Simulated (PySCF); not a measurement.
Point-charge models of `CC[Si@H](F)CCl` against its computed dipole.

Coordinates (GFN2-xTB, Å) and charges (e) from the PBE0/pcSseg-1 density (PySCF):

```
atom       x       y       z  Mulliken      IAO  Hirshfeld  ESP-fitted
  C1  -1.366   0.805   0.884   -0.2997  -0.4116    -0.1142     -0.1178
  C2  -1.093   0.345  -0.549   -0.5984  -0.5614    -0.1577     -0.1125
 Si3   0.288  -0.950  -0.682   +1.0896  +1.2218    +0.4426     +0.6122
  F4  -0.122  -2.232   0.221   -0.4307  -0.5413    -0.2097     -0.3021
  C5   1.921  -0.344   0.101   -0.5263  -0.5543    -0.1295     -0.4917
 Cl6   2.519   1.104  -0.760   -0.1757  -0.1037    -0.0692     -0.1301
  H7  -2.195   1.509   0.906   +0.1244  +0.1474    +0.0450     +0.0469
  H8  -1.620  -0.042   1.517   +0.1254  +0.1435    +0.0412     +0.0409
  H9  -0.493   1.300   1.304   +0.1206  +0.1377    +0.0386     +0.0429
 H10  -0.849   1.214  -1.160   +0.1549  +0.1590    +0.0404     +0.0337
 H11  -2.010  -0.074  -0.966   +0.1511  +0.1540    +0.0451     +0.0494
 H12   0.499  -1.483  -2.018   -0.1024  -0.1414    -0.0748     -0.1064
 H13   2.710  -1.090   0.035   +0.1847  +0.1770    +0.0518     +0.2248
 H14   1.810  -0.060   1.146   +0.1825  +0.1732    +0.0505     +0.2099
```

Q: Compute μ = Σ q r for each scheme (1 e·Å = 4.803 D) and compare with the dipole of the full density.

A: The full density gives (-0.77, 0.25, 0.23) D, 0.84 D in size; dipole vectors point from the negative to the positive end.

| scheme | μx | μy | μz | size (D) | share of the full size (%) | angle to the full dipole (°) |
| --- | --- | --- | --- | --- | --- | --- |
| Mulliken | -1.04 | -0.38 | -0.66 | 1.29 | 153 | 59 |
| IAO | -0.38 | 0.87 | -1.43 | 1.72 | 205 | 83 |
| Hirshfeld | -0.27 | 0.40 | -0.24 | 0.54 | 64 | 55 |
| ESP-fitted | -0.76 | 0.22 | 0.29 | 0.84 | 100 | 4 |

Q: Which set comes closest?

A: Length of the difference vector: ESP-fitted 0.07 D, Hirshfeld 0.69 D, Mulliken 1.12 D, IAO 1.81 D. Closest: ESP-fitted. The schemes that divide the density aren't constrained to reproduce the dipole.

Q: What is left for the Hirshfeld atoms' own dipoles?

A: The shares of the density sum to the whole, so what Σ q r misses lies in dipoles about the nuclei. The atomic dipoles sum to (-0.77, 0.25, 0.23) − (-0.27, 0.40, -0.24) = (-0.50, -0.15, 0.47) D, 0.69 D in size.

Q: With the origin at the mean of the coordinates, (0.000, 0.000, -0.002) Å, which are the largest single terms, by size, of the Mulliken dipole along the direction of the full one?

A: C5 +4.64, Si3 -3.80, C2 -2.75, C1 -2.49, H13 -2.48 D; all 14 atoms together +0.66 D. The single terms depend on the origin, their sum doesn't.

Q: Give the size of the full dipole in other units.

A: 0.84 D = 0.330 au = 0.174 e·Å = 2.79 × 10⁻³⁰ C·m.

Isolated species at its GFN2-xTB geometry (one conformer only).

The values belong to the conformer `[CH3:1][CH2:2][Si@H:3]([F:4])[CH2:5][Cl:6]`: C1–C2–Si3–F4 58°, C2–Si3–C5–Cl6 -62°.
